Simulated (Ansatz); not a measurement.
Relaxation of Be5⁺ with UKS PBE/def2-TZVP.

```sh
$ ansatz run in.yaml --threads 4 --pin off --events-out ev --progress --plain --max-ram 3916MiB
```

```yaml
crystal:
  periodic: [false, false, false]
  atoms:
    - {symbol: Be, position_ang: [-1.153570, -0.898560, 0.075910]}
    - {symbol: Be, position_ang: [0.953050, -0.765740, 0.228910]}
    - {symbol: Be, position_ang: [-0.051870, -0.003440, -1.460450]}
    - {symbol: Be, position_ang: [-0.426480, 0.387000, 1.342750]}
    - {symbol: Be, position_ang: [0.678880, 1.280740, -0.187120]}
basis:
  gaussian: {orbitals: def2-TZVP}
total_charge: 1
magnetization: {spin_polarized: true, initial_magnetization: 1}
hamiltonian: {xc: pbe}
scf: {omitted_lower_state_checks: [starts]}
output: {orbitals: {seedname: orbitals}}
relax: {f_tol: 0.02, max_steps: 100}
```

Run time 4.1 s (4 threads of Arm Neoverse V1 on a shared host).

Positions (Å) and forces (eV/Å) at steps 1, 2, 3 of 3:

```xyz
5
step=1 energy=-1990.4533 eV
Be   -1.154   -0.899    0.076   -0.179   -0.358   -0.382
Be    0.953   -0.766    0.229   -0.019   -0.013    0.015
Be   -0.052   -0.003   -1.460   -0.213   -0.352   -0.328
Be   -0.426    0.387    1.343    0.223    0.368    0.351
Be    0.679    1.281   -0.187    0.188    0.356    0.345
5
step=2 energy=-1990.4921 eV
Be   -1.159   -0.917    0.057   -0.057   -0.118   -0.177
Be    0.944   -0.761    0.229    0.022   -0.031    0.015
Be   -0.061   -0.022   -1.475   -0.110   -0.146   -0.104
Be   -0.413    0.404    1.359    0.100    0.165    0.106
Be    0.689    1.297   -0.170    0.046    0.129    0.160
5
step=3 energy=-1990.5039 eV
Be   -1.160   -0.930    0.027    0.003    0.013   -0.004
Be    0.941   -0.761    0.230    0.020   -0.015    0.004
Be   -0.079   -0.045   -1.482   -0.008    0.003    0.009
Be   -0.393    0.428    1.367   -0.002    0.004   -0.013
Be    0.691    1.309   -0.142   -0.012   -0.004    0.003
```

Another isomer (doublet) lies 0.15 eV lower at PBE0/def2-TZVP; other spin states weren't run for this one.
